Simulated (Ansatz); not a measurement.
## Nudged elastic band run: GeH4

The input (input.yaml):

```yaml
crystal:
  periodic: [false, false, false]
  atoms:
    - { symbol: Ge, position_ang: [0.255205, 0.0, 0.180557] }
    - { symbol: H, position_ang: [0.255122, 0.0, 1.714866] }
    - { symbol: H, position_ang: [1.701848, 0.0, -0.330643] }
    - { symbol: H, position_ang: [-0.468137, 1.25277, -0.33104] }
    - { symbol: H, position_ang: [-0.468137, -1.25277, -0.33104] }
basis:
  gaussian: { orbitals: def2-TZVP }
hamiltonian:
  xc: pbe0
neb:
  order_check: false
  images: 9
  f_tol: 0.03
  max_iterations: 60
  final_atoms:
    - { symbol: Ge, position_ang: [0.22288358, 0.0, -0.78832849] }
    - { symbol: H, position_ang: [0.80118616, 0.0, 1.12847516] }
    - { symbol: H, position_ang: [1.4624157, 0.0, 0.69494628] }
    - { symbol: H, position_ang: [-0.60529222, 1.146029, -0.06619648] }
    - { symbol: H, position_ang: [-0.60529222, -1.146029, -0.06619648] }
  initial_path:
    images:
      - { positions_ang: [[0.255205, 0.0, 0.180557], [0.255122, 0.0, 1.714866], [1.701848, 0.0, -0.330643], [-0.468137, 1.25277, -0.33104], [-0.468137, -1.25277, -0.33104]] }
      - { positions_ang: [[0.20416364, 0.0, 0.14444617], [0.4193603, 0.0, 1.64785098], [1.69339927, 0.0, -0.15345751], [-0.5205111, 1.255176, -0.36806982], [-0.5205111, -1.255176, -0.36806982]] }
      - { positions_ang: [[0.15312228, 0.0, 0.10833533], [0.58359859, 0.0, 1.58083596], [1.68495054, 0.0, 0.02372798], [-0.57288521, 1.257582, -0.40509964], [-0.57288521, -1.257582, -0.40509964]] }
      - { positions_ang: [[0.10208092, 0.0, 0.0722245], [0.74783689, 0.0, 1.51382094], [1.67650181, 0.0, 0.20091347], [-0.62525931, 1.259988, -0.44212945], [-0.62525931, -1.259988, -0.44212945]] }
      - { positions_ang: [[0.05103956, 0.0, 0.03611366], [0.91207519, 0.0, 1.44680593], [1.66805308, 0.0, 0.37809896], [-0.67763341, 1.262394, -0.47915927], [-0.67763341, -1.262394, -0.47915927]] }
      - { positions_ang: [[-1.8e-06, 0.0, 2.83e-06], [1.07631348, 0.0, 1.37979091], [1.65960435, 0.0, 0.55528445], [-0.73000752, 1.2648, -0.51618909], [-0.73000752, -1.2648, -0.51618909]] }
      - { positions_ang: [[0.04457528, 0.0, -0.15766344], [1.02128802, 0.0, 1.32952776], [1.62016662, 0.0, 0.58321681], [-0.70506446, 1.2410458, -0.42619057], [-0.70506446, -1.2410458, -0.42619057]] }
      - { positions_ang: [[0.08915235, 0.0, -0.3153297], [0.96626255, 0.0, 1.27926461], [1.58072889, 0.0, 0.61114918], [-0.6801214, 1.2172916, -0.33619204], [-0.6801214, -1.2172916, -0.33619204]] }
      - { positions_ang: [[0.13372943, 0.0, -0.47299596], [0.91123709, 0.0, 1.22900146], [1.54129116, 0.0, 0.63908155], [-0.65517834, 1.1935374, -0.24619352], [-0.65517834, -1.1935374, -0.24619352]] }
      - { positions_ang: [[0.17830651, 0.0, -0.63066223], [0.85621162, 0.0, 1.17873831], [1.50185343, 0.0, 0.66701392], [-0.63023528, 1.1697832, -0.156195], [-0.63023528, -1.1697832, -0.156195]] }
      - { positions_ang: [[0.22288358, 0.0, -0.78832849], [0.80118616, 0.0, 1.12847516], [1.4624157, 0.0, 0.69494628], [-0.60529222, 1.146029, -0.06619648], [-0.60529222, -1.146029, -0.06619648]] }
```

Command:

```bash
$ ansatz run input.yaml --threads 1 --pin off --max-ram 2048MiB --backend cpu --events-out ev --progress --plain --runs-dir out
```

Output, in part (warnings, iteration lines, the closing report on the highest movable image, with atoms numbered from 0):

```
NEB end point (image 0): max|allowed force component| = 1.486e-3 eV/Å (the criterion of neb.relax_end_points is 1.000e-2)
NEB end point (image 10): max|allowed force component| = 9.604e-3 eV/Å (the criterion of neb.relax_end_points is 1.000e-2)
NEB iter   1: max|band force component| = 3.197e0 eV/Å  barrier→ = 3.6052 eV  barrier← = 1.9104 eV  Δτ_max = 0.2000 Å  (258 SCF iters)
NEB iter   2: max|band force component| = 2.481e0 eV/Å  barrier→ = 2.7047 eV  barrier← = 1.0099 eV  Δτ_max = 0.2000 Å  (241 SCF iters)
NEB iter   3: max|band force component| = 2.099e0 eV/Å  barrier→ = 2.3234 eV  barrier← = 0.6286 eV  Δτ_max = 0.2000 Å  (228 SCF iters)
NEB iter   4: max|band force component| = 1.043e0 eV/Å  barrier→ = 2.2464 eV  barrier← = 0.5516 eV  Δτ_max = 0.1249 Å  (224 SCF iters)
NEB iter   5: max|band force component| = 8.437e-1 eV/Å  barrier→ = 2.2550 eV  barrier← = 0.5602 eV  Δτ_max = 0.0312 Å  (232 SCF iters)
NEB iter   6: max|band force component| = 2.064e-1 eV/Å  barrier→ = 2.2385 eV  barrier← = 0.5437 eV  CI = image 7  Δτ_max = 0.0123 Å  (225 SCF iters)
NEB iter   7: max|band force component| = 3.661e-2 eV/Å  barrier→ = 2.2372 eV  barrier← = 0.5424 eV  CI = image 7  Δτ_max = 0.0017 Å  (208 SCF iters)
NEB iter   8: max|band force component| = 8.982e-3 eV/Å  barrier→ = 2.2371 eV  barrier← = 0.5423 eV  CI = image 7  Δτ_max = 0.0000 Å  (386 SCF iters)
Total energy: -56573.45641470 eV, -2079.0361763741 hartree
Atom 0 at     0.250142    -0.000000    -0.468891 Å, force     0.000200    -0.000000    -0.004963 eV/Å
Atom 1 at     0.591006    -0.000000     1.203393 Å, force    -0.004488    -0.000000     0.004801 eV/Å
Atom 2 at     1.546899     0.000000     0.413001 Å, force     0.006555     0.000000    -0.001910 eV/Å
Atom 3 at    -0.556073     1.264517    -0.122402 Å, force    -0.001133     0.001164     0.001035 eV/Å
Atom 4 at    -0.556073    -1.264517    -0.122402 Å, force    -0.001133    -0.001164     0.001035 eV/Å
Dipole moment:     0.032209     0.000000     0.011898 e Å
```

It converged. A vibrational analysis at the climbing image gives one clearly imaginary mode, 1206i cm⁻¹: a first-order saddle point.

Final band (atoms are numbered from 1 in the order of the input):

```tsv
image	path coordinate (Å)	energy (kcal/mol)	H2–H3 (Å)
0	0.00	0.0	2.51
1	0.18	1.7	2.33
2	0.36	7.0	2.16
3	0.54	15.8	1.98
4	0.72	27.2	1.80
5	0.90	39.0	1.62
6	1.08	48.1	1.43
7	1.27	51.6	1.24
8	1.45	47.9	1.03
9	1.64	41.1	0.85
10	1.83	39.1	0.79
```

Run time: 81 s on 1 thread of Arm Neoverse V2 (shared host), peak memory 0.13 GiB.
